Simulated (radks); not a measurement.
The rhodium ion Rh3+, configuration [Kr] 4d4 5s2 (not the ground configuration). Calculated with a radial shooting solver on a logarithmic mesh with Libxc functionals: scalar-relativistic Kohn-Sham, PBE, spin-polarised, spherical densities, point nucleus; open shells are filled with parallel spins first (spin-orbit coupling, left out, can overturn this in heavy ions).

Normalised radial functions P(r) = r R(r), r in bohr:

```
   r/bohr * 4d up (the largest magnitude, 0.96, reaches the edge; | marks zero)
 0.003926                             *
 0.005195                             *
 0.006873                             *
 0.009094                             *
  0.01203                             *
  0.01592                             *
  0.02106                             *
  0.02787                             *
  0.03688                             |*
  0.04879                             |*
  0.06456                             |  *
  0.08542                             |    *
    0.113                             |      *
   0.1495                             |          *
   0.1979                             |            *
   0.2618                             |            *
   0.3464                             |        *
   0.4547                             |*
   0.6016                  *          |
    0.796       *                     |
    1.053  *                          |
    1.394     *                       |
    1.844             *               |
     2.44                     *       |
    3.228                          *  |
    4.271                            *|
    5.651                             *
    7.477                             *
```

4d up: eigenvalue -49.157 eV, 1 radial node at r = 0.462 bohr, <r> = 1.29 bohr, 90 % of the charge inside 1.96 bohr.
